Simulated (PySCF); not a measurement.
# Towards the basis-set limit for BeC

State: ³Σ⁻, triplet, unpaired electrons π ↑↑. De refers to Be + C. ROHF-based CCSD(T) in PySCF 2.14 with Be cc-pVTZ, C cc-pVTZ and Be cc-pVQZ, C cc-pVQZ (frozen core orbitals: 2; no relativity). Correlation energies are extrapolated as n⁻³ (n = 3, 4), Hartree–Fock as (n+1)·exp(−9√n). CV is the change on freezing 0 orbitals instead, in Be cc-pCVTZ, C cc-pwCVTZ. SR is the spin-free X2C energy in Be cc-pVTZ-DK, C cc-pVTZ-DK less the non-relativistic one in Be cc-pVTZ, C cc-pVTZ.

```csv
Level,Re (Å),ωe (cm⁻¹),ωexe (cm⁻¹),αe (cm⁻¹),De (eV)
CCSD(T)/TZ,1.6767,910.6,8.76,0.0163,2.036
CCSD(T)/QZ,1.6707,916.9,8.95,0.0165,2.103
HF/CBS,1.7253,587,29.9,0.0508,0.302
MP2/CBS,1.6526,1144,n/a,n/a,2.057
CCSD/CBS,1.6878,895.7,9.16,0.0143,1.807
CCSD(T)/CBS,1.6689,919.1,9.04,0.0165,2.137
CCSD(T)/CBS+CV,1.6622,927.0,9.19,0.0166,2.164
CCSD(T)/CBS+CV+SR,1.6624,926.0,9.19,0.0167,2.159
```

Problem. How much is left between CCSD(T)/QZ and the basis-set limit, and how much do the triples give at the limit?

Solution. CCSD(T)/CBS less CCSD(T)/QZ: -1.8 mÅ in Re, +2.2 cm⁻¹ in ωe and +0.034 eV in De. CCSD(T)/CBS less CCSD/CBS: -18.9 mÅ in Re, +23.4 cm⁻¹ in ωe and +0.330 eV in De.

Problem. What do the later terms add?

Solution. CV: -6.7 mÅ in Re, +7.9 cm⁻¹ in ωe and +0.027 eV in De; SR: +0.2 mÅ in Re, -1.0 cm⁻¹ in ωe and -0.005 eV in De, each against the row above.

The T1 diagnostic is 0.152, large enough to doubt a single reference. The state was picked by a PBE0 search and need not be the measured ground state. Spin–orbit coupling, excitations beyond (T) and corrections to the Born–Oppenheimer picture are left out.

The whole job (state search and all basis sets along the bond) took about 10 min on 4 threads of Intel Xeon Platinum 8259CL @ 2.50GHz (shared host), peak memory 7.6 GiB.
